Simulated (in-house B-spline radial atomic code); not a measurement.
## Kr IV (Kr3+): [Ar] 3d10 4s2 4p(0 up, 3 down)

Level of theory: non-relativistic Hartree-Fock with fractional occupations, spin-polarised, spherical fractional occupations, point nucleus; calculated with a B-spline radial code for spherical atoms.

Effective charges: Z_r = [3n² - l(l+1)]/(2<r>) from the radius, Z_e = n√(-2ε) from the energy, and Slater's rules. Values are occupation-weighted means over spin.

| shell | electrons | ε (eV) | <r> (bohr) | Z_r | Z_e | Slater |
| --- | --- | --- | --- | --- | --- | --- |
| 1s | 2 | -14195 | 0.04244 | 35.34 | 32.30 | 35.70 |
| 2s | 2 | -1942.7 | 0.1872 | 32.04 | 23.90 | 31.85 |
| 2p | 6 | -1755.1 | 0.1619 | 30.89 | 22.72 | 31.85 |
| 3s | 2 | -335.26 | 0.5373 | 25.12 | 14.89 | 24.75 |
| 3p | 6 | -266.58 | 0.5424 | 23.05 | 13.28 | 24.75 |
| 3d | 10 | -144.06 | 0.5487 | 19.14 | 9.76 | 14.85 |
| 4s | 2 | -64.933 | 1.509 | 15.90 | 8.74 | 9.30 |
| 4p | 3 | -51.038 | 1.672 | 13.75 | 7.75 | 9.30 |

The least bound orbital is 4p down at -51.04 eV, and it is also the most diffuse (<r> = 1.672 bohr).
